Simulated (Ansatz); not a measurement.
One change: `OBN([SiH3])[SiH3]` becomes `N[Si]N([SiH3])[SiH3]`.

Ansatz, PBE0-D4/def2-TZVP geometries, multiplicity 1. Each molecule was computed in one conformer, which needn't be the lowest.

| property | `OBN([SiH3])[SiH3]` |
| --- | --- |
| HOMO–LUMO gap (PBE/def2-TZVPP) / eV | 6.01 |
| HOMO energy (PBE/def2-TZVPP) / eV | -6.65 |
| size of the dipole moment (PBE/def2-TZVPP) / D | 1.30 |
| LUMO energy (ωB97M-V/def2-TZVPP) / eV | 1.83 |
| HOMO–LUMO gap (ωB97M-V/def2-TZVPP) / eV | 12.02 |
| HOMO energy (PBE0/def2-TZVPP) / eV | -7.94 |

Problem. What does the change do to each property? (Best estimate.)

Solution. Computed: 
| property | `N[Si]N([SiH3])[SiH3]` | shift |
| --- | --- | --- |
| HOMO–LUMO gap (PBE/def2-TZVPP) / eV | 3.79 | -2.22 |
| HOMO energy (PBE/def2-TZVPP) / eV | -5.55 | 1.10 |
| size of the dipole moment (PBE/def2-TZVPP) / D | 1.82 | 0.52 |
| LUMO energy (ωB97M-V/def2-TZVPP) / eV | 0.95 | -0.88 |
| HOMO–LUMO gap (ωB97M-V/def2-TZVPP) / eV | 9.69 | -2.33 |
| HOMO energy (PBE0/def2-TZVPP) / eV | -6.61 | 1.33 |

With PBE0 the HOMO rises by 1.33 eV and the LUMO falls by 1.18 eV, so the gap narrows by about 2.51 eV. PBE moves the HOMO by 1.10 eV and ωB97M-V by 1.44 eV. Dipoles are sizes alone; their direction can turn.
